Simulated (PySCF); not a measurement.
## Working with the constants of GaO

HSE06 constants of GaO, ²Σ⁺ (doublet), unpaired electrons σ ↑ (Ga aug-pcseg-1, O aug-pcseg-1; no relativity (PySCF 2.14); masses 68.9256 and 15.9949 u):

```
ωe              : 693.7 cm⁻¹
ωexe            : 5.41 cm⁻¹
Be              : 0.43338 cm⁻¹
αe              : 0.00445 cm⁻¹
D (centrifugal) : 6.77e-07 cm⁻¹
De to Ga + O    : 4.04 eV
```

Q: Give the vibrational terms G(v) and spacings up to v = 3.

A: G(v) = ωe(v+½) − ωexe(v+½)².

```json
{"v": "0", "G(v) (cm⁻¹)": "345", "G(v) − G(v−1)": "", "Bv (cm⁻¹)": "0.4312"}
{"v": "1", "G(v) (cm⁻¹)": "1028", "G(v) − G(v−1)": "683", "Bv (cm⁻¹)": "0.4267"}
{"v": "2", "G(v) (cm⁻¹)": "1700", "G(v) − G(v−1)": "672", "Bv (cm⁻¹)": "0.4223"}
{"v": "3", "G(v) (cm⁻¹)": "2362", "G(v) − G(v−1)": "661", "Bv (cm⁻¹)": "0.4178"}
```

Q: How well does the Morse estimate ωe²/(4ωexe) reproduce De, and what is D0?

A: It gives 2.76 eV, 68 % of the computed De. D0 = De − G(0) = 4.04 − 0.04 = 4.00 eV.

Spin–orbit coupling is left out. The state is the lowest determinant that a PBE0 search found; another state may lie lower at other levels.
